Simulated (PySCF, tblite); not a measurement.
Isomers of C10H6ClF, one GFN2-xTB conformer each. Single-point energies are computed at PBE0/pcSseg-1 (PySCF, gas phase, no added dispersion term), electronic only.

Question: Rank them by PBE0/pcSseg-1 energy, lowest first (kcal/mol).
A. `c1c2c(F)ccc(c2ccc1)Cl`
B. `Fc1cc2ccccc2cc1Cl`

Answer: A (0.0), B (1.8).

Neighbours under 2.5 kcal/mol apart (Fc1ccc(Cl)c2ccccc12 and Fc1cc2ccccc2cc1Cl) can change places with a better method, another conformer or zero-point energy. GFN2-xTB itself gives, in the same order: 0.0, 2.0. Both levels put the same isomer lowest.

Question: Which frontier levels, dipoles and rotational constants go with these structures?

Answer: 
| SMILES | HOMO (eV, PBE0/pcSseg-1) | LUMO (eV) | dipole (D) | A, B, C (MHz) |
| --- | --- | --- | --- | --- |
| Fc1ccc(Cl)c2ccccc12 | -6.54 | -1.62 | 0.65 | 1129, 806.0, 470.3 |
| Fc1cc2ccccc2cc1Cl | -6.73 | -1.64 | 2.85 | 1946, 528.7, 415.7 |

Question: What happens when harmonic zero-point energies from GFN2-xTB frequencies are added?

Answer: 
| SMILES | ZPE (kcal/mol) | electronic (kcal/mol) | with ZPE (kcal/mol) |
| --- | --- | --- | --- |
| Fc1ccc(Cl)c2ccccc12 | 78.7 | 0.0 | 0.0 |
| Fc1cc2ccccc2cc1Cl | 78.6 | 1.8 | 1.7 |

The zero-point energies span 0.1 kcal/mol. The order is unchanged.
